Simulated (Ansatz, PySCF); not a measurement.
C2H8BN, SMILES B(C)(C)N.

Geometry: TPSSh-D3(BJ)/def2-SVP. Other conformers were not sampled.

Vertical ionisation energy (IE) and electron affinity (EA) in eV. Rows of orbital energies are one-electron estimates. Where ΔSCF, EOM or ADC give a negative EA the extra electron is unbound and the value depends on the basis.

```csv
level,IE,EA
"−ε(HOMO), −ε(LUMO), M06-2X/def2-TZVP (PySCF)",9.49,-1.32
"−ε(HOMO), −ε(LUMO), PBE/def2-TZVP (PySCF)",6.68,-0.06
"ΔSCF, PBE0/def2-SVPD (Ansatz), final states of multiplicity 2 and 2",10.37,-1.31
"ΔSCF, PBE/def2-SVPD (Ansatz), final states of multiplicity 2 and 2",10.09,-1.16
```

Problem. What vertical singlet–triplet gap does ΔSCF give with PBE0/def2-SVPD (Ansatz, an electronic-structure program) and with PBE/def2-SVPD (Ansatz)? (The exact figures need the calculation; the answer reports its results.)

Solution. 6.72 and 6.46 eV (triplet above singlet where positive).
